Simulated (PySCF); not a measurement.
Species: C3H14Ge2OSi.
SMILES: `CC(C)O[SiH2][GeH2][GeH3]`

Level of theory: TDDFT CAM-B3LYP/def2-SVPD, vertical, gas phase, core orbitals frozen in the response (PySCF 2.14.0, density-fitted response routines). Isolated species at its PBE0-D3(BJ)/def2-SVP geometry (one conformer only). The CAM-B3LYP/def2-SVPD calculation is non-relativistic and has no spin–orbit coupling, an omission that weighs most on germanium. Torsions of this conformer, `[CH3:1][CH:2]([CH3:3])[O:4][SiH2:5][GeH2:6][GeH3:7]`: C1–C2–O4–Si5 78°, C2–O4–Si5–Ge6 178°, O4–Si5–Ge6–Ge7 24°.

Computed states:

```tsv
state	E (eV)	f
S1	6.35	0.168
S2	6.82	0.011
S3	6.91	0.028
S4	7.02	0.111
S5	7.16	0.125
S6	7.35	0.246
S7	7.58	0.093
S8	7.68	0.042
S9	7.79	0.108
S10	7.82	0.031
```

Broadening: Gaussians 0.3 eV wide at half height, area fixed by f = 4.319×10⁻⁹ ∫ε dν̃. The width is an assumption, not a result. The curve ends short of the highest state used, and states not computed would add to its high-energy end.

**Question.** What does the envelope look like, and where are its maxima?

**Answer.** 
E (eV), ε (L mol⁻¹ cm⁻¹) and a bar:
```
     5.90         34 
     5.94         96 
     5.99        310 
     6.03        709 #
     6.08       1733 ##
     6.12       3171 ####
     6.17       5875 #######
     6.21       8612 ##########
     6.26      12093 ##############
     6.31      14558 #################
     6.35      15114 #################
     6.40      13793 ################
     6.44      11482 #############
     6.49       7977 #########
     6.53       5395 ######
     6.58       3056 ###
     6.62       2040 ##
     6.67       1769 ##
     6.72       2458 ###
     6.76       3629 ####
     6.81       5823 #######
     6.85       8101 #########
     6.90      11403 #############
     6.94      14161 ################
     6.99      17371 ####################
     7.03      19529 ######################
     7.08      21642 #########################
     7.13      23322 ###########################
     7.17      24602 ############################
     7.22      26271 ##############################
```

Maxima: 195 nm (6.35 eV), ε about 15000, made up of S1 (100%) (ε in L mol⁻¹ cm⁻¹; maxima over ε = 5, shares over 10%). At its high-energy end, 7.22 eV, the curve is still rising (ε about 26000, from S4, S5 and S6).

**Question.** What would ε be at 6.35 eV, the highest of these maxima, with half the width (0.15 eV)?

**Answer.** About 30200 L mol⁻¹ cm⁻¹ against 15100, a factor of about 1.99; a lone state at its own centre would give exactly 2.

**Question.** On this curve, what absorbance would a 10⁻⁵ mol/L sample give at 193 nm over a 1 cm path?

**Answer.** 193 nm is 6.424 eV, where ε is about 12000 L mol⁻¹ cm⁻¹, so A = ε c l ≈ 0.12 (Beer–Lambert, with the gas-phase spectrum and the assumed width).

**Question.** Coming from long wavelengths, where does ε first pass 100 L mol⁻¹ cm⁻¹?

**Answer.** At about 209 nm (5.94 eV), 0.40 eV below S1.

The vertical ionisation energy (ΔSCF) is 9.42 eV, 1.60 eV above S10.

Without π bonds the low states are Rydberg-like; a valence basis with one diffuse set may place them up to an eV too high.
